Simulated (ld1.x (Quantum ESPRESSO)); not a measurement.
## What one change does to a pseudopotential (chromium (Cr), ultrasoft)

Cr, ultrasoft, made with ld1.x (Quantum ESPRESSO) 7.5 (PBE, scalar-relativistic). Core [Ne] 3s2, reference 3p6 3d5 4s1 4p0. Waves: 4s (bound): rcut 2.10, rcutus 2.65 bohr; 4s channel at 2.7 Ry: rcut 2.10, rcutus 2.65 bohr; 3p (bound): rcut 1.45, rcutus 1.70 bohr; 4p (bound, empty): rcut 1.45, rcutus 1.70 bohr; 3d (bound): rcut 1.30, rcutus 1.40 bohr; 3d channel at 0.2 Ry: rcut 1.30, rcutus 1.40 bohr. Local part: all-electron potential smoothed inside 1.75 bohr (lloc = -1). Core correction: none. Augmentation charge: PSQ, inside the norm-conserving radii.

Change: all radii scaled by about 0.90 (s 2.38, p 1.54, d 1.26 bohr, rcut 1.90/1.30/1.18); local potential all-electron potential smoothed inside 1.58 bohr (lloc = -1).

Cutoffs: the cutoffs (Ry, on a coarse ladder) from which the occupation-weighted sum of valence levels, in a spherical-Bessel basis at the reference potential, stays within 10 and 1 mRy of its value at 400 Ry; they do not see the model core or the augmentation charge, which bear on the density cutoff. Errors are all-electron minus pseudo energies relative to the spin-unpolarised reference configuration.

Q: What does the change do?

A: The potential gets harder (50 Ry and 90 Ry → 70 Ry and 110 Ry); of the 7 tests that both files solve, the error grows in 1 and shrinks in 5 by more than 15 % and 0.3 meV (median size 8.1 → 3.7 meV); neither file shows a bound ghost. A smaller radius makes the pseudo-wave follow the all-electron one further in, where it bends more sharply, so more plane waves are needed.

```csv
quantity,base,changed
"cutoff, loose",50 Ry,70 Ry
"cutoff, tight",90 Ry,110 Ry
loose cutoff by channel (10 mRy a level),"s 6 Ry, p 25 Ry, d 45 Ry","s 6 Ry, p 30 Ry, d 60 Ry"
bound ghosts,none,none
"error for 3p6 3d5 4s0 4p0, meV [ΔE 6.90 eV]",-1.4,+3.7
"error for 3p6 3d4 4s0 4p0, meV [ΔE 22.95 eV]",+17,+13
"error for 3p6 3d3 4s0 4p0, meV [ΔE 53.70 eV]",-46,-22
"error for 3p6 3d4 4s2 4p0, meV [ΔE -0.10 eV]",-15,+3.5
"error for 3p6 3d5 4s0.5 4p0, meV [ΔE 2.71 eV]",-0.6,+0.4
"error for 3p5 3d5 4s1 4p0, meV [ΔE 51.51 eV]",-8.1,+4.7
"error for 3p6 3d5.5 4s0.5 4p0, meV [ΔE 0.73 eV]",-2.0,-0.3
lowest overlap eigenvalue by channel,"s 0.68, p 0.11, d 0.89","s 0.55, p 0.17, d 0.81"
```
